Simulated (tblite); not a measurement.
Species: C4H7N3OSi.
Geometry (GFN2-xTB, Å), atoms numbered from 1 in this order:
```
atom  x, y, z in Å
C1     0.5876    0.7219    2.0544
C2     0.9196    0.2941    0.6704
N3     2.1730    0.2643    0.2747
C4     2.3953   -0.1299   -0.9817
N5     1.4805   -0.4863   -1.8472
N6     0.2236   -0.4651   -1.4775
C7    -0.0912   -0.0897   -0.2528
O8    -1.3624   -0.0790    0.0913
Si9   -2.5792   -0.5177   -0.9528
H10   -0.0749    1.5859    2.0233
H11    0.0574   -0.0784    2.5690
H12    1.4996    0.9699    2.5889
H13    3.4238   -0.1566   -1.3108
H14   -3.6789   -0.3006   -0.0204
H15   -2.3994   -1.9094   -1.3444
H16   -2.5821    0.3855   -2.0958
```

Method: GFN2-xTB as coded in tblite; computed harmonic values from a numerical Hessian at the method's own geometry, unscaled. Against measured fundamentals such values can be off by several per cent, at times by over 20. Modes of hydrogen on silicon can be 10 to 20 % off. One conformer, not necessarily the lowest.

Harmonic wavenumbers (cm⁻¹): 71.8, 86.4, 86.9, 96.2, 152.2, 226.9, 276.4, 399.6, 434.9, 496.8, 544.9, 581.8, 607.7, 649.8, 747.4, 748.0, 748.2, 773.1, 803.2, 840.9, 877.9, 934.3, 996.8, 1012.4, 1137.6, 1196.0, 1244.3, 1256.6, 1366.1, 1385.8, 1433.8, 1441.2, 1444.3, 1501.9, 1551.6, 2308.3, 2312.6, 2319.5, 3009.0, 3023.3, 3063.6, 3083.1.

A = 2537, B = 1115, C = 785.6 MHz; mass 141.036 u (most abundant isotopes); point group Cs, symmetry number 1.

Q: What is the zero-point energy?

A: Half the sum of the wavenumbers: 23637 cm⁻¹ = 67.58 kcal/mol.

Q: Give the ideal-gas entropy at 350 K and 1 bar in the rigid-rotor, harmonic-oscillator model (classical rotation).

A: Translation 41.57, rotation 29.84, vibration 32.63: S = 104.0 cal/(mol K).

Q: And Cp and H(350 K) − H(0)?

A: Cp = 41.56 cal/(mol K), of which vibrations give 33.61 (their classical limit is 42 R = 83.5); H(350 K) − H(0) = 8.76 kcal/mol without the zero-point energy, 5.97 from vibrations.

Q: Blend soft modes into free rotors: weight 1/[1 + (100 cm⁻¹/ν̃)⁴] for the oscillator and the rest for a rotor with moment μB/(μ + B), μ = h/(8π²ν), B = 10⁻⁴⁴ kg m². What vibrational entropy results?

A: 30.17 cal/(mol K) in place of 32.63, which changes −T·S at 350 K by +0.86 kcal/mol.

Q: Which modes carry the vibrational entropy at 350 K?

A: 71.8 cm⁻¹: 4.42; 86.4 cm⁻¹: 4.05; 86.9 cm⁻¹: 4.04; 96.2 cm⁻¹: 3.84; 152.2 cm⁻¹: 2.95; 226.9 cm⁻¹: 2.20 cal/(mol K); the other 36 give 11.12 together.

Q: How do the functions run with temperature in this model?

A: 
| T (K) | S (cal/(mol K)) | Cp (cal/(mol K)) | H − H(0) (kcal/mol) | G − H(0) (kcal/mol) | ln q(vib) |
| --- | --- | --- | --- | --- | --- |
| 150 | 77.9 | 22.6 | 2.33 | -9.36 | 2.87 |
| 250 | 91.7 | 32.2 | 5.06 | -17.86 | 5.37 |
| 298.15 | 97.8 | 36.8 | 6.72 | -22.42 | 6.56 |
| 400 | 109.9 | 45.7 | 10.94 | -33.00 | 9.06 |
| 600 | 131.1 | 58.8 | 21.48 | -57.15 | 13.85 |
| 900 | 157.3 | 70.5 | 41.04 | -100.56 | 20.51 |

q(vib) and H(0) count from the zero-point level.

Q: What must be added to the electronic energy to get the Gibbs energy at 350 K and 1 bar?

A: ZPE + [H(350 K) − H(0)] − T·S = 67.58 + 8.76 − 36.41 = 39.93 kcal/mol.

Hindered rotation and anharmonicity are outside this model. Other conformers, if any are populated, would add a mixing term that is left out.

Time: 0.96 s wall. Hardware: one thread of an Arm Neoverse N1, shared host with 64 logical CPUs at a one-minute load of 61. This covers the Hessian and the dipole derivatives.
